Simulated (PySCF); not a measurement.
Isomers of C2H16Si5, one GFN2-xTB conformer each. Single-point energies are computed at PBE0/pcSseg-1 (PySCF, gas phase, no added dispersion term), electronic only.

Question: Rank them by PBE0/pcSseg-1 energy, lowest first (kcal/mol).
A. `[SiH3:1][CH2:2][SiH2:3][C:4]([SiH3:5])([SiH3:6])[SiH3:7]` with Si1–C2–Si3–C4 180°
B. `[CH3:1][SiH2:2][Si@H:3]([SiH3:4])[SiH2:5][CH2:6][SiH3:7]` with C1–Si2–Si3–Si4 58°, Si2–Si3–Si5–C6 -79°, Si3–Si5–C6–Si7 -72°
C. `[CH3:1][SiH2:2][Si:3]([SiH3:4])([SiH3:5])[CH2:6][SiH3:7]` with C1–Si2–Si3–Si4 31°, Si2–Si3–C6–Si7 -68°
D. `[CH3:1][SiH2:2][CH2:3][Si:4]([SiH3:5])([SiH3:6])[SiH3:7]` with C1–Si2–C3–Si4 180°
E. `[SiH3:1][CH2:2][SiH2:3][Si@@H:4]([SiH3:5])[CH2:6][SiH3:7]` with Si1–C2–Si3–Si4 71°, C2–Si3–Si4–Si5 83°, Si3–Si4–C6–Si7 172°
F. `[CH3:1][Si@@H:2]([CH2:3][SiH3:4])[SiH:5]([SiH3:6])[SiH3:7]` with C1–Si2–C3–Si4 64°, C1–Si2–Si5–Si6 -34°

Answer: F (0.0), B (0.7), D (0.9), C (3.1), A (5.2), E (7.1).

Neighbours under 2.5 kcal/mol apart (C[Si@@H](C[SiH3])[SiH]([SiH3])[SiH3] and C[SiH2][Si@H]([SiH3])[SiH2]C[SiH3]; C[SiH2][Si@H]([SiH3])[SiH2]C[SiH3] and C[SiH2]C[Si]([SiH3])([SiH3])[SiH3]; C[SiH2]C[Si]([SiH3])([SiH3])[SiH3] and C[SiH2][Si]([SiH3])([SiH3])C[SiH3]; C[SiH2][Si]([SiH3])([SiH3])C[SiH3] and [SiH3]C[SiH2]C([SiH3])([SiH3])[SiH3]; others) can change places with a better method, another conformer or zero-point energy. GFN2-xTB itself gives, in the same order: 16.8, 17.5, 18.3, 17.2, 0.0, 11.7. GFN2-xTB puts [SiH3]C[SiH2]C([SiH3])([SiH3])[SiH3] lowest instead; measured from each level's own lowest isomer, the values differ by up to 17.4 kcal/mol (C[SiH2]C[Si]([SiH3])([SiH3])[SiH3]: 18.3 against 0.9).

Which frontier levels, dipoles and rotational constants go with these structures?

```json
{"SMILES": "C[Si@@H](C[SiH3])[SiH]([SiH3])[SiH3]", "HOMO (eV, PBE0/pcSseg-1)": "-7.98", "LUMO (eV)": "-0.45", "dipole (D)": "0.95", "A, B, C (MHz)": "1200, 549.8, 468.0"}
{"SMILES": "C[SiH2][Si@H]([SiH3])[SiH2]C[SiH3]", "HOMO (eV, PBE0/pcSseg-1)": "-8.06", "LUMO (eV)": "-0.50", "dipole (D)": "0.90", "A, B, C (MHz)": "1167, 488.2, 408.1"}
{"SMILES": "C[SiH2]C[Si]([SiH3])([SiH3])[SiH3]", "HOMO (eV, PBE0/pcSseg-1)": "-7.87", "LUMO (eV)": "-0.65", "dipole (D)": "1.39", "A, B, C (MHz)": "1009, 532.5, 522.8"}
{"SMILES": "C[SiH2][Si]([SiH3])([SiH3])C[SiH3]", "HOMO (eV, PBE0/pcSseg-1)": "-7.84", "LUMO (eV)": "-0.82", "dipole (D)": "0.29", "A, B, C (MHz)": "831.6, 682.9, 585.7"}
{"SMILES": "[SiH3]C[SiH2]C([SiH3])([SiH3])[SiH3]", "HOMO (eV, PBE0/pcSseg-1)": "-8.44", "LUMO (eV)": "-0.12", "dipole (D)": "0.50", "A, B, C (MHz)": "1449, 500.8, 496.9"}
{"SMILES": "[SiH3]C[SiH2][Si@@H]([SiH3])C[SiH3]", "HOMO (eV, PBE0/pcSseg-1)": "-7.91", "LUMO (eV)": "-0.72", "dipole (D)": "0.67", "A, B, C (MHz)": "1283, 431.1, 377.9"}
```

As an exercise, what shares would exp(−E/RT) give at 298.15 K from these electronic energies alone (no entropy, no degeneracies)?

RT = 0.592 kcal/mol: C[Si@@H](C[SiH3])[SiH]([SiH3])[SiH3] 66.2 %, C[SiH2][Si@H]([SiH3])[SiH2]C[SiH3] 19.9 %, C[SiH2]C[Si]([SiH3])([SiH3])[SiH3] 13.6 %, C[SiH2][Si]([SiH3])([SiH3])C[SiH3] 0.4 %, [SiH3]C[SiH2]C([SiH3])([SiH3])[SiH3] under 0.1 %, [SiH3]C[SiH2][Si@@H]([SiH3])C[SiH3] under 0.1 %.
